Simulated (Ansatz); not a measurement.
Job for Ansatz (a program for electronic structure): R-PBE/def2-TZVPP on ClH2NSi (SMILES N[Si]Cl), a point of a torsion scan.

Ansatz 0.2 input:
```yaml
crystal:
  periodic: [false, false, false]
  atoms:
    - {symbol: N, position_ang: [-0.72423736, -0.05552413, 0.16117843]}
    - {symbol: Si, position_ang: [0.73244050, -0.92275294, 0.40344070]}
    - {symbol: Cl, position_ang: [1.50524174, 0.22189151, 1.96599560]}
    - {symbol: H, position_ang: [-0.82020731, 0.93435996, 0.34707187]}
    - {symbol: H, position_ang: [-1.41523742, -0.36962801, -0.50106014]}
basis:
  gaussian:
    orbitals: def2-TZVPP
hamiltonian:
  xc: {name: PBE}
scf: {lower_state_search: off}
```

Program output:

```
WARN ansatz: RAYON_NUM_THREADS=1 ignored (pool sized by the plan → 1); use --threads N
Functional definition: PBE
these checks for a lower state are left out or cut short: stability, starts, cluster_reference, orbital_swaps, neighbouring_geometries, increment
integrals: 0.06 GiB planned
855 factors; their error is unknown
mean field: 0.40 GiB planned
mean field evaluation 1: about -21904.6188 eV, gradient 7.3e1 eV
mean field evaluation 2: about -21850.5322 eV, gradient 1.4e2 eV
mean field evaluation 4: about -21914.2705 eV, gradient 1.4e1 eV
mean field evaluation 8: about -21914.6894 eV, gradient 1.1e-1 eV
mean field evaluation 16: about -21914.6663 eV, gradient 1.7e-4 eV
mean field -21914.66630463 eV, -805.3491324010 hartree, gradient 2.5e-6 eV, S^2 0.000000; 0 other end points of the search recorded, 0 dependent functions left out
reference -21914.66633626 eV, -805.3491335634 hartree; 20, 20 occupied and 123, 123 virtual orbitals, 855 factors
Total energy: -21914.66633626 eV, -805.3491335634 hartree
Checks for a lower state left out: stability, starts, cluster_reference, orbital_swaps, neighbouring_geometries, increment
```

The run converged.

Cost: very roughly 0.8 core-seconds.
